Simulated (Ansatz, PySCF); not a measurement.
ClGeH₆NSi, SMILES N[Si@@H](Cl)[GeH3]. Atoms are numbered in the order given.

```xyz
10

N     -1.8178     0.8279     0.9313
Si    -0.8228    -0.3972     0.2527
Cl    -1.0122    -0.6213    -1.8258
Ge     1.4510     0.1627     0.6343
H     -2.8183     0.6778     1.0128
H     -1.6136     1.8035     0.7427
H     -1.2505    -1.6966     0.8390
H      2.3838    -0.8186    -0.0947
H      1.7113     1.5810     0.0896
H      1.7867     0.1515     2.1375
```

The structure is a stationary point at PBE0-D3(BJ)/def2-SVP. The structure was generated by enumeration; whether it is a known compound was not checked. One conformer was computed; it need not be the lowest.

Two levels are set side by side: PBE-D3(BJ)/def2-SVP (Ansatz, a first-principles code) and PBE0-D3(BJ)/def2-SVP (Ansatz). Each level has its own optimised geometry; the coordinates shown are those of the second. Frequencies come from the Hessian of PySCF at each geometry. Differences are taken from unrounded values.

```json
[
 {"quantity": "mean bond length (Å)", "PBE0-D3(BJ)": "1.592"},
 {"quantity": "bond N1–Si2 (Å)", "PBE0-D3(BJ)": "1.718"},
 {"quantity": "bond Si2–Cl3 (Å)", "PBE0-D3(BJ)": "2.099"},
 {"quantity": "bond Si2–Ge4 (Å)", "PBE0-D3(BJ)": "2.373"},
 {"quantity": "bond N1–H5 (Å)", "PBE0-D3(BJ)": "1.015"},
 {"quantity": "bond N1–H6 (Å)", "PBE0-D3(BJ)": "1.014"},
 {"quantity": "bond Si2–H7 (Å)", "PBE0-D3(BJ)": "1.488"},
 {"quantity": "bond Ge4–H8 (Å)", "PBE0-D3(BJ)": "1.538"},
 {"quantity": "bond Ge4–H9 (Å)", "PBE0-D3(BJ)": "1.541"},
 {"quantity": "bond Ge4–H10 (Å)", "PBE0-D3(BJ)": "1.540"},
 {"quantity": "highest harmonic wavenumber (cm⁻¹)", "PBE0-D3(BJ)": "3701"},
 {"quantity": "mean harmonic wavenumber (cm⁻¹)", "PBE0-D3(BJ)": "1108"},
 {"quantity": "zero-point energy (kcal/mol)", "PBE0-D3(BJ)": "38.02"}
]
```

Q: What does PBE-D3(BJ) give, and how far is it from PBE0-D3(BJ)? (Estimate from the structure and the level; the computed values follow.)

A: 
| quantity | PBE-D3(BJ) | PBE-D3(BJ) minus PBE0-D3(BJ) |
|---|---|---|
| mean bond length (Å) | 1.604 | 0.012 |
| bond N1–Si2 (Å) | 1.733 | 0.015 |
| bond Si2–Cl3 (Å) | 2.116 | 0.016 |
| bond Si2–Ge4 (Å) | 2.384 | 0.011 |
| bond N1–H5 (Å) | 1.024 | 0.010 |
| bond N1–H6 (Å) | 1.024 | 0.009 |
| bond Si2–H7 (Å) | 1.500 | 0.011 |
| bond Ge4–H8 (Å) | 1.549 | 0.012 |
| bond Ge4–H9 (Å) | 1.553 | 0.012 |
| bond Ge4–H10 (Å) | 1.552 | 0.012 |
| highest harmonic wavenumber (cm⁻¹) | 3572 | -129 |
| mean harmonic wavenumber (cm⁻¹) | 1070 | -38 |
| zero-point energy (kcal/mol) | 36.72 | -1.30 |

GGA bonds tend to be longer and softer than those of functionals with exact exchange. Differences between two approximate levels are no errors against the true value.
